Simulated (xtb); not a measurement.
xtb input (GFN2-xTB):

```bash
xtb mol.xyz --gfn 2 --ohess tight --chrg 0 --uhf 0
```
mol.xyz:
```
6

F      1.61072456    -0.70144304     0.01582125
C      0.62416768     0.17437265     0.00098164
C     -0.63214325    -0.23042524     0.01837790
F     -1.64922936     0.72363834     0.00402835
H      0.97375618     1.21934322    -0.08501012
H     -0.96629183    -1.24786893     0.01509041
```

Output:

```
           -------------------------------------------------
          |                Calculation Setup                |
           -------------------------------------------------

           -------------------------------------------------
          |                 G F N 2 - x T B                 |
           -------------------------------------------------

        Reference                      10.1021/acs.jctc.8b01176
      * Hamiltonian:
        H0-scaling (s, p, d)           1.850000    2.230000    2.230000
        zeta-weighting                 0.500000
      * Dispersion:
        s8                             2.700000
        a1                             0.520000
        a2                             5.000000
        s9                             5.000000
      * Repulsion:
        kExp                           1.500000    1.000000
        rExp                           1.000000
      * Coulomb:
        alpha                          2.000000
        third order                    shell-resolved
        anisotropic                    true
        a3                             3.000000
        a5                             4.000000
        cn-shift                       1.200000
        cn-exp                         4.000000
        max-rad                        5.000000

          ...................................................
          :                      SETUP                      :
          :.................................................:
          :  # basis functions                  18          :
          :  # atomic orbitals                  18          :
          :  # shells                           10          :
          :  # electrons                        24          :
          :  max. iterations                   250          :
          :  Hamiltonian                  GFN2-xTB          :
          :  restarted?                      false          :
          :  GBSA solvation                  false          :
          :  PC potential                    false          :
          :  electronic temp.          300.0000000     K    :
          :  accuracy                    1.0000000          :
          :  -> integral cutoff          0.2500000E+02      :
          :  -> integral neglect         0.1000000E-07      :
          :  -> SCF convergence          0.1000000E-05 Eh   :
          :  -> wf. convergence          0.1000000E-03 e    :
          :  Broyden damping             0.4000000          :
          :  net charge                          0          :
          :  unpaired electrons                  0          :
          ...................................................

 iter      E             dE          RMSdq      gap      omega  full diag
   1    -14.8147410 -0.148147E+02  0.512E+00    5.31       0.0  T
   2    -14.8259392 -0.111982E-01  0.283E+00    5.03       1.0  T
   3    -14.8242010  0.173823E-02  0.114E+00    5.13       1.0  T
   4    -14.8259170 -0.171604E-02  0.509E-01    5.13       1.0  T
   5    -14.8268620 -0.944961E-03  0.814E-02    5.13       1.0  T
   6    -14.8268640 -0.198970E-05  0.217E-02    5.13       1.9  T
[...]

      molecular mass/u    :       64.0341596
   center of mass at/Å    :       -0.0064138      -0.0103472      -0.0051441
  moments of inertia/u·Å² :        0.8651553E+01   0.1250828E+03   0.1337344E+03
rotational constants/cm⁻¹ :        0.1948509E+01   0.1347717E+00   0.1260531E+00

 * 5 selected distances

     #   Z          #   Z                                           value/Å
     1   9 F        2   6 C                                       1.3352648
     2   6 C        3   6 C                                       1.3198828
     3   6 C        4   9 F                                       1.3353432 (max)
     2   6 C        5   1 H                                       1.0793145 (min)
     3   6 C        6   1 H                                       1.0793287

 * 3 distinct bonds (by element types)

   Z      Z             #   av. dist./Å        max./Å        min./Å
   1 H    6 C           2     1.0793216     1.0793287     1.0793145
   6 C    6 C           1     1.3198828     1.3198828     1.3198828
   6 C    9 F           2     1.3353040     1.3353432     1.3352648

           -------------------------------------------------
          |               Frequency Printout                |
           -------------------------------------------------
 projected vibrational frequencies (cm⁻¹)
eigval :       -0.00    -0.00     0.00     0.00     0.00     0.00
eigval :      288.01   323.50   524.65   688.13   952.08  1108.21
eigval :     1142.26  1202.58  1227.58  1730.40  3094.40  3104.54
 reduced masses (amu)
   1: 16.17   2: 18.07   3: 16.49   4: 15.98   5: 15.97   6:  7.80   7: 13.34   8: 14.31
   9: 17.03  10:  6.77  11:  1.90  12: 12.32  13: 10.97  14:  6.28  15:  3.30  16: 11.73
  17:  1.87  18:  1.82
 IR intensities (km·mol⁻¹)
   1:  0.00   2:  0.00   3:  0.00   4:  0.00   5:  0.00   6:  0.00   7: 15.99   8: 20.97
   9:  0.00  10:  0.00  11: 36.26  12:  0.00  13:255.88  14:109.75  15:  0.00  16:  0.00
  17:  0.00  18: 20.93
 Raman intensities (Ä⁴*amu⁻¹)
   1:  0.00   2:  0.00   3:  0.00   4:  0.00   5:  0.00   6:  0.00   7:  0.00   8:  0.00
Molecule has the following symmetry elements: (i) (C2) (sigma)
It seems to be the C2h point group
   9:  0.00  10:  0.00  11:  0.00  12:  0.00  13:  0.00  14:  0.00  15:  0.00  16:  0.00
  17:  0.00  18:  0.00
 output can be read by thermo (or use thermo option).
 writing <g98.out> molden fake output.
 recommended (thermochemical) frequency scaling factor: 1.0
           -------------------------------------------------
          |             Thermodynamic Functions             |
           -------------------------------------------------

c2h symmetry found (for desy threshold:  0.10E+00) used in thermo

          ...................................................
          :                      SETUP                      :
          :.................................................:
          :  # frequencies                          12      :
          :  # imaginary freq.                       0      :
          :  linear?                             false      :
          :  only rotor calc.                    false      :
          :  symmetry                              c2h      :
          :  rotational number                       2      :
          :  scaling factor                  1.0000000      :
          :  rotor cutoff                   50.0000000 cm⁻¹ :
          :  imag. cutoff                  -20.0000000 cm⁻¹ :
          :.................................................:

    mode    ω/cm⁻¹     T·S(HO)/kcal·mol⁻¹    T·S(FR)/kcal·mol⁻¹   T·S(vib)
   ------------------------------------------------------------------------
       1    288.01    -0.44294 ( 99.91%)    -0.53764 (  0.09%)    -0.44303
   ------------------------------------------------------------------------

   temp. (K)  partition function   enthalpy   heat capacity  entropy
                                   cal/mol     cal/K/mol   cal/K/mol   J/K/mol
 298.15  VIB   1.95                  799.446      6.746      4.007
         ROT  0.145E+05              888.752      2.981     22.027
         INT  0.283E+05             1688.198      9.727     26.034
         TR   0.496E+27             1481.254      4.968     38.372
         TOT                        3169.4522    14.6954    64.4055   269.4725

       T/K    H(0)-H(T)+PV         H(T)/Eh          T*S/Eh         G(T)/Eh
   ------------------------------------------------------------------------
    298.15    0.505084E-02    0.401035E-01    0.306011E-01    0.950234E-02
   ------------------------------------------------------------------------

         :::::::::::::::::::::::::::::::::::::::::::::::::::::
         ::                  THERMODYNAMIC                  ::
         :::::::::::::::::::::::::::::::::::::::::::::::::::::
         :: total free energy         -14.714224873215 Eh   ::
         ::.................................................::
         :: total energy              -14.723727214483 Eh   ::
         :: zero point energy           0.035052616080 Eh   ::
         :: G(RRHO) w/o ZPVE           -0.025550274811 Eh   ::
         :: G(RRHO) contrib.            0.009502341268 Eh   ::
         :::::::::::::::::::::::::::::::::::::::::::::::::::::

optimized geometry written to: xtbopt.xyz

           -------------------------------------------------
          | TOTAL ENERGY              -14.723727214483 Eh   |
          | TOTAL ENTHALPY            -14.683623754770 Eh   |
          | TOTAL FREE ENERGY         -14.714224873215 Eh   |
          | GRADIENT NORM               0.000162247132 Eh/α |
          | HOMO-LUMO GAP               5.169178344106 eV   |
           -------------------------------------------------

------------------------------------------------------------------------
------------------------------------------------------------------------
 total:
 SCF:
 ANC optimizer:
Note: The following floating-point exceptions are signalling: IEEE_DENORMAL
normal termination of xtb
 analytical hessian:
```
